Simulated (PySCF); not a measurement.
Compound: C7H10OP2.
SMILES with atom numbers: `[CH3:1][CH2:2][c:3]1[cH:4][c:5]([O:6][CH3:7])[p:8][cH:9][p:10]1`

Cartesian coordinates in Å at the GFN2-xTB level; atoms count from 1:
```xyz
20
C7H10OP2 angstrom
C     -2.962   -0.908    0.432
C     -2.424    0.090   -0.594
C     -1.063    0.579   -0.172
C      0.031   -0.193   -0.489
C      1.370    0.007   -0.159
O      2.192   -0.966   -0.640
C      3.557   -0.864   -0.336
P      2.035    1.336    0.773
C      0.622    2.262    1.127
P     -1.048    2.067    0.753
H     -2.296   -1.765    0.513
H     -3.949   -1.259    0.142
H     -3.033   -0.437    1.411
H     -3.114    0.934   -0.666
H     -2.364   -0.391   -1.572
H     -0.144   -1.090   -1.076
H      3.982    0.067   -0.729
H      4.040   -1.718   -0.807
H      3.722   -0.894    0.748
H      0.841    3.153    1.710
```

NICS = −σ at a ghost point: NICS(0) at the centroid of the ring atoms, NICS(1) 1 Å to either side along the normal of their mean plane, zz for the tensor component along that normal. Level: GIAO PBE0/pcSseg-1 (PySCF, non-relativistic, gas phase) on the GFN2-xTB geometry, one conformer.

Ring bond lengths (Å), with Mayer bond orders in brackets: C3–C4 1.376 (1.43), C4–C5 1.394 (1.35), C5–P8 1.754 (1.23), P8–C9 1.726 (1.32), C9–P10 1.722 (1.34), P10–C3 1.752 (1.24).

Task: Give the NICS values of each ring in ppm.

Result: 
| ring | type | NICS(0) | NICS(1), two faces | NICS(1)zz, two faces | rms pucker (Å) | centre to ring atoms, mean (Å) |
| --- | --- | --- | --- | --- | --- | --- |
| C3–C4–C5–P8–C9–P10 | 6-membered ring with 2 P; formal bonds all aromatic | -7.5 | -9.9 / -9.9 | -23.3 / -23.9 | 0.00 | 1.61 |

Task: What do they say, and how far can they be read as aromaticity?

Result: 
- C3–C4–C5–P8–C9–P10: mean NICS(1)zz -23.6 ppm, shielded.

Task: How equal are the bonds by HOMA? HOMA = 1 − mean of α(R − Ropt)² over the ring bonds, with Krygowski's 1993 parameters (CC: Ropt 1.388 Å, α 257.7 Å⁻²; CP: Ropt 1.698 Å, α 118.91 Å⁻²).

Result: 
- C3–C4–C5–P8–C9–P10: HOMA 0.85; the largest term is that of C5–P8, α(R − Ropt)² = 0.37.

Task: At the first NICS(1) probe listed for ring C3–C4–C5–P8–C9–P10, 1 Å off the ring, what do the in-plane components average?

Result: The isotropic value is a third of the trace: (3 × -9.9 − (-23.3))/2 = -3.2 ppm.
